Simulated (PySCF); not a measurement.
Level of theory: B3LYP-D3(BJ)/def2-TZVP // r2SCAN-D4/def2-SVP in PySCF. Gas-phase values, no solvent. One relaxed conformer stands for a flexible species; it need not be the lowest. B3LYP has the VWN-RPA correlation part, as in Gaussian. 

Reference species: [Cd(F)2] (neutral, multiplicity 1).

* **charge on the central atom (Mulliken)**: 1.09 e
* **coordination number**: 2
* **HOMO–LUMO gap**: 7.04 eV
* **mean distance from the central atom to its bonded neighbours**: 1.917 Å

Changed species: [Cd(OH)2] (2 of 2 F replaced by OH; the reference has 0 of 2 F replaced by OH).

Task: Predict the effect on the charge on the central atom (Mulliken), coordination number, HOMO–LUMO gap and mean distance from the central atom to its bonded neighbours.

Result: the charge on the central atom (Mulliken) drops by 0.21 e, to 0.88 e; the coordination number hardly moves; the HOMO–LUMO gap decreases by 1.05 eV, to 5.99 eV; the mean distance from the central atom to its bonded neighbours increases by 0.044 Å, to 1.961 Å.
